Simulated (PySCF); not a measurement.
# Correlation energy of Cu(2+) (copper, charge +2)

[Ar] 3d9, 2D determinant. All numbers are calculated (PySCF 2.14, scalar relativity by spin-free X2C-1e, in x2c-TZVPPall with one added diffuse shell each of s, p, d, f type (7s6p5d3f1g, 80 functions)). Frozen: [Ne]; 17 electrons correlated.

MP2 pair energies summed by pair of shells (mhartree):

```csv
pair,energy,share (%)
3d-3d,-324.52,49.9
3p-3d,-204.34,31.4
3p-3p,-48.71,7.5
3s-3d,-45.29,7.0
3s-3p,-24.10,3.7
3s-3s,-3.83,0.6
```

Total MP2 correlation energy: -650.79 mhartree.

Same-spin part -214.02 and opposite-spin part -436.77 mhartree; SCS-MP2 scales them by 1/3 and 6/5 to -595.47 mhartree.

This basis was not built for core-valence correlation, so the inner-shell part is incomplete.
